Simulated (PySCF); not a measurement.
H₂Sn, SMILES [SnH2+], charge +1, multiplicity 2. Geometry: PBE-D3(BJ)/def2-TZVPD. The def2 effective core potentials stand for the cores of Sn; spin–orbit coupling is left out.

Computed equilibrium geometry at PBE-D3(BJ)/def2-TZVPD (PySCF confirms it by a frequency run) as bond lengths and angles, and its point group:
point group C2v.
Atoms: Sn1 H2 H3. Bond lengths (Å): Sn1–H2 1.750, Sn1–H3 1.750. Bond angles (°): H2–Sn1–H3 120.0.
Charge +1, spin multiplicity 2.
